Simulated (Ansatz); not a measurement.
Toluene + `[SnH3][c]1ccccc1` → `c1cc[c]([SnH2][c]2ccccc2)cc1` + CH₄  (formal exchange of groups at a C–C bond)

Computed with Ansatz on PBE0-D4/def2-TZVP structures; ΔE is electronic, products minus reactants. CCSD(T)/CBS adds triple-zeta CCSD(T) − MP2 to the extrapolated MP2 energy (def2 sets, frozen cores). This one scheme is used for every species. Functionals use def2-TZVPP. HSE06 is defined as in plane-wave codes. def2 core potentials past Kr. For Sn outer-core shells are correlated without core-valence functions, which leaves a few kJ/mol of doubt a bond. One conformer a species, not always the lowest.

```tsv
level	ΔE (kJ/mol)	difference from CCSD(T)/CBS
BLYP-D4	-27.4	5.3
PBE0-D4	-19.8	12.9
revPBE	-14.8	17.9
r2SCAN0	-15.2	17.5
HSE06	-12.4	20.3
BHLYP	-10.7	22.0
HF/def2-TZVPP	-7.6	25.1
SCS-MP2/def2-TZVPP	-33.4	-0.7
CCSD(T)/def2-TZVPP	-30.1	2.6
SCS-MP2/def2-QZVPP	-34.7	-2.0
CCSD(T)/CBS	-32.7	0
```

Largest T1 diagnostic among the species: 0.012.

Leaving LDA and LC-ωPBE aside and taking each functional with its dispersion term where it has one, the values, not all of them listed here, spread over 14.6 kJ/mol, from BLYP-D4 to B97M-V. LDA lies +7.4 kJ/mol from PBE without D4. From BLYP to BHLYP (50 % exact exchange), in def2-TZVPP and without D4, ΔE moves by +3.9 kJ/mol. The D4 term adds −11.8 kJ/mol with B3LYP and −7.6 kJ/mol with PBE0; it sums over pairs of atoms, weighted by their polarisabilities, and B3LYP, whose exchange is more repulsive, gets the larger term.

B3LYP here is the variant with VWN-RPA as its local correlation; programs differ in this.
